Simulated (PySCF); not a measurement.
Mean harmonic wavenumber (cm⁻¹) of eight halogen compounds: PBE-D3(BJ) beside B3LYP-D3(BJ), computed with PySCF for isolated molecules in the bases named; differences from unrounded values. The eight are the first of their class met in an unordered collection, after screening for sound electronic states; none was chosen by its value. Each level has its own optimised geometry.

| molecule | basis | B3LYP-D3(BJ) | PBE-D3(BJ) | difference |
|---|---|---|---|---|
| trans-(1R,2R)-1-chloro-2-fluorocyclobutane (C₄H₆ClF), SMILES [C@H]1(CC[C@H]1F)Cl | def2-SVP | 1374 | 1337 | -37 |
| 1,1-dichlorobuta-1,3-diene (C₄H₄Cl₂), SMILES ClC(Cl)=CC=C | def2-SVP | 1226 | 1192 | -34 |
| C4H4F2, SMILES C=C(F)/C=C\F | def2-SVP | 1286 | 1249 | -37 |
| 1-bromo-1,1-dichloroethane (C2H3BrCl2), SMILES CC(Cl)(Cl)Br | def2-SVP | 1135 | 1103 | -32 |
| C3HBrF2, SMILES FC(F)=C=CBr | def2-SVP | 940 | 910 | -30 |
| C5H5F, SMILES C=CC=C=CF | def2-SVP | 1336 | 1298 | -38 |
| (1E)-1-bromobuta-1,3-diene (C4H5Br), SMILES C(=C\Br)/C=C | def2-SVP | 1380 | 1343 | -38 |
| 1-fluorocyclopenta-1,3-diene (C5H5F), SMILES FC1CC=CC=1 | def2-SVP | 1377 | 1340 | -37 |

PBE-D3(BJ) lies below B3LYP-D3(BJ) in 8 and above it in 0 of the eight; the mean signed difference is -35 and the largest -38 cm⁻¹.
